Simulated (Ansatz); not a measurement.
Cl$_{2}$Pb (SMILES [Cl][Pb][Cl]), singlet, at a GFN2-xTB geometry (such geometries of metal compounds can be far from the true shape) (core potentials on Pb), atoms displaced at random by about 0.02 Å a coordinate. Base run: Ansatz (a quantum-chemistry and plane-wave program) with PBE0/def2-SV(P).

Input for Ansatz:
Ansatz 0.2 input:
```yaml
crystal:
  periodic: [false, false, false]
  atoms:
    - {symbol: Pb, position_ang: [0.02193179, -0.02210002, 0.45961166]}
    - {symbol: Cl, position_ang: [1.26122170, 1.50612436, -1.09979326]}
    - {symbol: Cl, position_ang: [-1.27391929, -1.41421705, -1.12533880]}
basis:
  gaussian:
    orbitals: def2-SV_P_.json
hamiltonian:
  xc: pbe0
relax: {}
```
The basis file holds def2-SV(P) in the JSON format of the Basis Set Exchange.

Each row names what was changed in the base input (with any setting that the change needs).

```
change                          ΔE vs base (µEh)  optimiser steps
------------------------------  ----------------  ---------------
base                                         0.0                4
relax = f_tol: 0.1                           0.6                3
relax = f_tol: 0.002                         0.0                5
relax = max_displacement: 0.5                0.2                3
relax = f_tol: 0.0005                        0.0                5
relax = escape_saddle: false                 0.0                4
relax = max_displacement: 0.02               0.0                4
```
